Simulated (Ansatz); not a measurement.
```xyz
4

H     0.0001    0.3700    2.8000
H    -0.0001   -0.3700    2.8000
H     0.3700    0.0000    0.0000
H    -0.3700    0.0000    0.0000
```

RHF on singlet H4 was run in several spherical basis sets with Ansatz (development build ahead of 0.2.0).

(1) Rank the basis sets by the total energy that they give, lowest first, with the distance from the lowest.
A. def2-SVP
B. 6-31G
C. cc-pVDZ

Answers

(1) A (0.00 eV), C (0.01 eV), B (0.11 eV).
